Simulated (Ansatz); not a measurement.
`C[N](C)[MgH]` + HBr → `[MgH][Br]` + `CNC` at 298.15 K and 1 bar (ligand exchange at a Mg–N bond).

Gas-phase electronic energies from Ansatz, PBE0-D4/def2-TZVP geometries. CCSD(T)/CBS is the MP2 limit (def2-TZVPP, def2-QZVPP) plus CCSD(T) − MP2 in def2-TZVPP, frozen cores. For Br, Mg outer-core shells are correlated without core-valence functions, which leaves a few kJ/mol of doubt a bond. Scalar relativity is left out up to krypton.

| species | CCSD(T)/CBS energy (Eh) | H − E (kJ/mol) | S (J/(mol·K)) |
| --- | --- | --- | --- |
| `C[N](C)[MgH]` | -334.89311 | 244.9 | 318.4 |
| HBr | -2573.91920 | 24.6 | 198.6 |
| `[MgH][Br]` | -2773.87245 | 27.7 | 251.3 |
| `CNC` | -135.00321 | 256.9 | 271.4 |

H − E and S are ideal-gas, rigid-rotor, harmonic terms from PBE0-D4/def2-TZVP. 1 Eh = 2625.50 kJ/mol, R = 8.31446 J/(mol·K).

Problem. By hand: ΔE, ΔH, ΔS and ΔG.

Solution. ΔE = (-2773.87245) + (-135.00321) − (-334.89311) − (-2573.91920) = -0.06335 Eh = -166.3 kJ/mol. Δ(H − E) = 27.7 + 256.9 − 244.9 − 24.6 = 15.1, so ΔH = -151.2 kJ/mol. ΔS = 251.3 + 271.4 − 318.4 − 198.6 = 5.7 J/(mol·K). ΔG = -151.2 − 298.15 × (5.7)/1000 = -152.9 kJ/mol.

Problem. By hand: the equilibrium constant, and the temperature at which ΔG would vanish if ΔH and ΔS stayed fixed.

Solution. log₁₀ K = −ΔG/(RT ln 10) = 26.8. ΔH and −TΔS have one sign here, so there is no such temperature.

The number of gas molecules stays the same, so ΔS is small and ΔH decides. A doubt of 5 kJ/mol in ΔE shifts log₁₀ K by 0.9 here. These are equilibria of isolated gas molecules and say nothing of rates. Largest T1 diagnostic: 0.010 (customary marks: 0.02 for closed shells, 0.045 for open ones).

ΔS is within the doubt of such terms, so its sign, and with it that verdict, could turn.
